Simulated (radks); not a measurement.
Results of a calculation; reference values are marked as such.
The nuclear charge of the mercury ion Hg+ is varied continuously with 79 electrons held in [Xe] 4f14 5d10 6s1. Code: a radial shooting solver on a logarithmic mesh with Libxc functionals. Model: Dirac Kohn-Sham, PBE, spin-unpolarised, spherical densities, finite nucleus; Fermi nuclear charge, rms radius 5.4648 fm. By the Hellmann-Feynman theorem dE/dZ = E(electron-nucleus)/Z, the electronic potential at the nucleus (averaged over a nucleus of fixed radius).

Z,E (hartree),E(electron-nucleus)/Z (hartree),HOMO,e(HOMO) (eV),<r> HOMO (bohr)
79,-19043.7603,-607.021,6s1/2,-5.775,2.868
79.5,-19348.8158,-613.204,6s1/2,-10.005,2.670
80,-19656.9671,-619.405,6s1/2,-14.710,2.513
80.5,-19968.2247,-625.630,6s1/2,-19.839,2.385
81,-20282.6011,-631.880,6s1/2,-25.354,2.275

The central difference of E at Z = 80 is -619.409 hartree, to compare with the third column; the second derivative is -12.4 hartree.
